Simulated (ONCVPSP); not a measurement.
# nitrogen (N): one change to an ONCV potential, before and after

- Element: nitrogen (N)
- Generator: ONCVPSP 4.0.1
- Type: optimised norm-conserving Vanderbilt (ONCV)
- Functional: PBE
- Relativity: scalar-relativistic
- Frozen core: [He]
- Valence charge: 5
- Reference configuration: 2s2 2p3
- Partial waves: 2s: rc 0.95 bohr, ncon 4, nbas 8, qcut 8.7 1/bohr, 1 projector; 2p: rc 1.75 bohr, ncon 4, nbas 7, qcut 6.6 1/bohr, 2 projectors, debl 2.7 Ha
- Local potential: polynomial inside 0.65 bohr (lpopt 5, dvloc0 0 Ha)
- Core correction: none

All-electron outer shells of the reference configuration (PBE, scalar-relativistic, ld1.x):

| shell | level (eV) | outermost node (bohr) | outermost maximum (bohr) |
| --- | --- | --- | --- |
| 1s | -384.72 | – | 0.15 |
| 2s | -18.58 | 0.32 | 1.02 |
| 2p | -7.09 | – | 0.98 |

Change: s: qcut 5.3; p: qcut 4.

Cutoffs: the cutoffs (Ha) at which the residual kinetic energy of the hardest occupied pseudo-wave falls to 1 and 0.1 mHa per electron; they do not see the model core or the augmentation charge, which bear on the density cutoff. Errors are all-electron minus pseudo energies relative to the spin-unpolarised reference configuration.

Q: How do hardness, ghosts and transferability respond?

A: The potential gets harder (30 Ha and 38 Ha → 145 Ha and 191 Ha); of the 3 tests that both files solve, the error grows in 3 and shrinks in 0 by more than 15 % and 0.3 meV (median size 326.5 → 677.6 meV); neither file shows a bound ghost.

```csv
quantity,base,changed
"cutoff, loose",30 Ha,145 Ha
"cutoff, tight",38 Ha,191 Ha
loose cutoff by channel,"s 30 Ha, p 18 Ha","s 145 Ha, p 45 Ha"
bound ghosts,none,none
GHOST(+) flags under 300 eV,none,none
tests with a reliable result,3 of 4,3 of 4
"error for 2s2 2p2, meV [ΔE 13.59 eV]",+39,+87
"error for 2s2 2p1, meV [ΔE 42.44 eV]",+327,+678
"error for 2s2 2p0, meV [ΔE 89.53 eV]",+1303,+2544
s: phases at 0.96 bohr within 0.05 rad from the reference energy up to (Ha; the scan ends near 5),to the end of the scan,4.1
p: phases at 1.78 bohr within 0.05 rad from the reference energy up to (Ha; the scan ends near 5),to the end of the scan,4.3
```
